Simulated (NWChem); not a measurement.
A series in which one site is exchanged, each optimised at PBE0/def2-SVP with NWChem, gas phase unless a solvent is named. This build's default masses of Se (78.918 u) and Br (79.917 u) are each other's, which moves their modes by up to 0.6 %.

A: [CH3][GeH3] (CH6Ge; site = H)
B: [GeH2]([Cl])[CH3] (CH₅ClGe; site = Cl)
C: [CH3][GeH2][Br] (CH₅BrGe; site = Br)
D: [F][GeH2][CH3] (CH5FGe; site = F)

### Question
Rank them by orbital gap (eV), PBE0/def2-SVP, lowest first.

### Answer
C (7.89), B (8.70), D (9.68), A (10.20)
